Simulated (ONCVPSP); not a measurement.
An all-electron radial function and its pseudo partner (N)

Columns: radius, all-electron u(r) and pseudo u(r) of the 2s shell (level -18.62 eV) of nitrogen in the configuration [He] 2s2 2p3; revPBE, scalar-relativistic, ONCV scheme, ONCVPSP 4.0.1.

```tsv
r (bohr)	all-electron	pseudo
0.078	-0.3545	0.0576
0.155	-0.3639	0.1200
0.232	-0.2217	0.1915
0.310	-0.0223	0.2742
0.388	0.1826	0.3657
0.465	0.3667	0.4616
0.542	0.5234	0.5591
0.620	0.6514	0.6544
0.698	0.7489	0.7399
0.775	0.8178	0.8088
0.852	0.8630	0.8581
0.930	0.8881	0.8866
1.008	0.8964	0.8962
1.085	0.8912	0.8912
1.162	0.8757	0.8757
1.240	0.8520	0.8520
1.318	0.8223	0.8223
1.395	0.7889	0.7889
1.472	0.7527	0.7527
1.550	0.7144	0.7144
1.628	0.6753	0.6753
1.705	0.6366	0.6366
1.782	0.5984	0.5984
1.860	0.5606	0.5606
1.938	0.5239	0.5239
2.015	0.4892	0.4891
```

Task: How many radial nodes do the two functions have?

Result: The all-electron 2s function has n − l − 1 = 1; the pseudo-wave has 0, since the states of the same l below it are removed with the core.

Task: At about which radius was the pseudo-wave matched?

Result: 1.10 bohr. The columns agree to 0.0005 from 1.01 bohr on; several derivatives are matched, so the curves merge somewhat inside the radius.

Task: Is the pseudo-wave norm-conserving?

Result: Yes: the ONCV scheme keeps the norm inside the radius equal to the all-electron one, which fixes the energy derivative of the logarithmic derivative at the level.
